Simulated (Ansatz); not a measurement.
H₄SeSiTe, SMILES `[SeH][SiH2][TeH]`. Charge 0, multiplicity 1. Te takes the def2 core potential.

```xyz
7

Se    1.775   -0.578    0.522
Si   -0.446   -0.324    0.084
Te   -1.068    2.036    0.551
H     1.846   -1.877   -0.168
H    -0.725   -0.711   -1.321
H    -1.303   -1.124    0.996
H    -0.079    2.578   -0.664
```

List the harmonic frequencies (cm⁻¹, unscaled) at PBE0-D4/def2-TZVP in Ansatz. (An estimate is asked.)

The calculation gave: 78, 123, 189, 323, 416, 422, 579, 629, 684, 791, 934, 2155, 2223, 2235, 2422.

Is this a minimum?

Yes, all 15 modes are real.

Give the ideal-gas thermochemistry at 298.15 K and 1 bar (rigid rotor, harmonic oscillator; point group C1, symmetry number 1).

Zero-point energy 85.0 kJ/mol; H(298) − E = 104.3 kJ/mol; entropy 356.2 J/(mol·K), of which translation 177.1, rotation 121.1, vibration 58.0; G(298) − E = -1.9 kJ/mol. Modes under 100 cm⁻¹ are hindered rotations or soft bends, so the harmonic entropy is rough.

And at 400, 500, 600, 800 and 1000 K?


| T (K) | H − E (kJ/mol) | S (J/mol/K) | G − E (kJ/mol) |
| --- | --- | --- | --- |
| 400 | 114.4 | 385.2 | -39.7 |
| 500 | 125.2 | 409.2 | -79.5 |
| 600 | 136.7 | 430.2 | -121.4 |
| 800 | 161.3 | 465.6 | -211.1 |
| 1000 | 187.7 | 494.9 | -307.3 |
